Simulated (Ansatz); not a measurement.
CCl₂FGeNO (`O=C=[N][Ge]([F])([Cl])[Cl]`) at its PBE0-D4/def2-TZVP geometry, where that method's forces vanish. The species carries charge 0 and has multiplicity 1.

```json
{"atom": "O1", "x (Å)": "-0.3812", "y (Å)": "-2.4924", "z (Å)": "-1.5565"}
{"atom": "C2", "x (Å)": "-0.4922", "y (Å)": "-1.6128", "z (Å)": "-0.8120"}
{"atom": "N3", "x (Å)": "-0.6821", "y (Å)": "-0.7345", "z (Å)": "-0.0057"}
{"atom": "Ge4", "x (Å)": "0.1320", "y (Å)": "0.7867", "z (Å)": "0.4822"}
{"atom": "F5", "x (Å)": "-0.8238", "y (Å)": "1.4393", "z (Å)": "1.7362"}
{"atom": "Cl6", "x (Å)": "0.1852", "y (Å)": "2.1849", "z (Å)": "-1.0942"}
{"atom": "Cl7", "x (Å)": "2.0622", "y (Å)": "0.4287", "z (Å)": "1.2500"}
```

**Question.** For each bond, give half the difference of the two atoms' forces along it (eV/Å; positive pushes the atoms apart) under PBE-D4, r2SCAN-D4, B3LYP-D4, ωB97M-V in def2-TZVPP. (Estimate.)

**Answer.** The calculation gave: 
| bond | length (Å) | PBE-D4 | r2SCAN-D4 | B3LYP-D4 | ωB97M-V |
| --- | --- | --- | --- | --- | --- |
| O1–C2 | 1.158 | 1.01 | 0.38 | 0.28 | 0.04 |
| C2–N3 | 1.207 | 0.14 | 0.07 | -0.14 | 0.04 |
| N3–Ge4 | 1.793 | -0.16 | -0.09 | 0.05 | -0.02 |
| Ge4–F5 | 1.706 | 0.56 | 0.04 | 0.22 | 0.08 |
| Ge4–Cl6 | 2.108 | 0.15 | 0.03 | 0.17 | -0.02 |
| Ge4–Cl7 | 2.108 | 0.15 | 0.03 | 0.17 | -0.02 |

B3LYP here is the variant with VWN-RPA as its local correlation; programs differ in this.

Results of the Gaussian-basis code of Ansatz.
